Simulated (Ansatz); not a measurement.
This geometry of CH₆NSi₂ (10 atoms, charge 1, multiplicity 1) is a first-order saddle point.

These are results of Ansatz 0.2.0, RHF/def2-SVP, not measurements.

```xyz
10
Properties=species:S:1:pos:R:3
N 1.099 -1.394 -1.037
Si -0.499 -0.702 -0.213
C -0.290 0.759 0.474
Si -0.874 2.106 1.335
H 1.827 -0.699 -0.895
H 1.013 -1.552 -2.036
H 1.424 -2.268 -0.636
H -1.417 -1.803 -0.509
H -0.038 3.262 1.683
H -2.246 2.291 1.832
```

Question: Which two structures does it join? (They come from a converged band through this point; their orientation in space is the band's.)

Answer: No bond is made or broken.  The two ends are copies of one structure, up to a mirror image or an exchange of like atoms.

First end point:

```xyz
10
Properties=species:S:1:pos:R:3
N 0.793 -1.090 -1.473
Si -0.303 -0.965 0.091
C -0.401 0.530 0.740
Si -0.702 1.932 1.637
H 1.180 -0.170 -1.660
H 0.284 -1.379 -2.302
H 1.572 -1.733 -1.373
H -0.770 -2.336 0.263
H 0.154 2.364 2.746
H -1.807 2.846 1.332
```

Last end point:

```xyz
10
Properties=species:S:1:pos:R:3
N 0.795 -1.091 -1.471
Si -0.306 -0.963 0.088
C -0.402 0.531 0.739
Si -0.703 1.933 1.636
H 1.184 -0.172 -1.659
H 0.290 -1.380 -2.303
H 1.574 -1.735 -1.369
H -0.775 -2.333 0.258
H -1.804 2.851 1.329
H 0.148 2.359 2.751
```

Question: How far does it lie above each of them?

Answer: 12.3 kcal/mol above the first and 12.3 kcal/mol above the second. This is the barrier of this one path; another mechanism may lie lower.

The run took 6 min on 1 thread of Intel(R) Xeon(R) Processor @ 2.50GHz (Skylake/Cascade Lake), on a shared host, peak memory 0.18 GiB.
